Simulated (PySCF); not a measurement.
Manganese: a sound run and one with changed settings

Sound run: Mn⁺ [Ar] 3d5 4s1, Mn²⁺ [Ar] 3d5. Calculation: PySCF 2.14, in cc-pVDZ-DK (6s5p3d1f, 43 functions); the spin-free X2C one-electron Hamiltonian (Gaussian nucleus). In the sound run the correlated levels freeze [Ar]. The sound run starts from symmetry-adapted Hartree-Fock orbitals and uses a fine grid where one is needed.

Changed run: basis STO-3G, all-electron and non-relativistic. This setting is unsound on purpose.

```json
{"species": "Mn⁺", "method": "UHF", "sound run (hartree)": "-1157.16068", "changed run (hartree)": "-1137.50099", "converged": "yes"}
{"species": "Mn⁺", "method": "PBE0", "sound run (hartree)": "-1158.07010", "changed run (hartree)": "-1138.18676", "converged": "yes"}
{"species": "Mn⁺", "method": "B3LYP", "sound run (hartree)": "-1158.29890", "changed run (hartree)": "-1138.35019", "converged": "yes"}
{"species": "Mn⁺", "method": "MP2", "sound run (hartree)": "-1157.22907", "changed run (hartree)": "-1137.50111", "converged": "yes"}
{"species": "Mn²⁺", "method": "UHF", "sound run (hartree)": "-1156.61365", "changed run (hartree)": "-1137.01113", "converged": "yes"}
{"species": "Mn²⁺", "method": "PBE0", "sound run (hartree)": "-1157.48446", "changed run (hartree)": "-1137.66828", "converged": "yes"}
{"species": "Mn²⁺", "method": "B3LYP", "sound run (hartree)": "-1157.70905", "changed run (hartree)": "-1137.82604", "converged": "yes"}
{"species": "Mn²⁺", "method": "MP2", "sound run (hartree)": "-1156.66770", "changed run (hartree)": "-1137.01122", "converged": "yes"}
```

Ionisation energy of Mn⁺:

| method | sound run (eV) | changed run (eV) |
| --- | --- | --- |
| UHF | 14.885 | 13.330 |
| PBE0 | 15.936 | 14.109 |
| B3LYP | 16.050 | 14.263 |
| MP2 | 15.276 | 13.331 |
| SCS-MP2 | 15.016 | 13.330 |

A minimal basis cannot let orbitals breathe on ionisation and holds almost no correlation. The Hamiltonian changed with the basis, so the totals do not compare.

For comparison, NIST gives 15.640 eV between the lowest levels.
